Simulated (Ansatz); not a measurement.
Reactions of `C=C(F)O[SiH2]C`.

Calculated with Ansatz (gas phase, PBE0-D4/def2-TZVP geometries, no zero-point term in ΔE). CBS: MP2 limit from def2 TZ/QZ plus the TZ coupled-cluster correction, frozen cores. This one scheme is used for every species. DFT in def2-TZVPP. Each species was taken in one conformer, which may not be the lowest.

| reaction | PBE0-D4 (kJ/mol) | ωB97M-V (kJ/mol) | r2SCAN-D4 (kJ/mol) |
| --- | --- | --- | --- |
| `C=C(F)O[SiH2]C` + `NCS` → `CSCN` + `C=C(F)O[SiH3]` | 41 | 44 | 41 |
| `C=C(F)O[SiH2]C` + CH₃OH → `CO[SiH2]C` + `C=C(O)F` | 1 | 1 | 1 |
| `C=C(F)O[SiH2]C` + `[NH2][Al]([OH])[SH]` → `C[NH][Al]([OH])[SH]` + `C=C(F)O[SiH3]` | 94 | 96 | 98 |
| `C=C(F)O[SiH2]C` + H₂ → `C=CO[SiH2]C` + H–F | -63 | -59 | -51 |

(1) Give the CCSD(T)/CBS values in the same order. (Best estimate.)

Largest T1 diagnostic: 0.012, for `C=C(F)O[SiH3]`.

## Answers

(1) The calculation gave: 42, 2, 95, -76 kJ/mol.
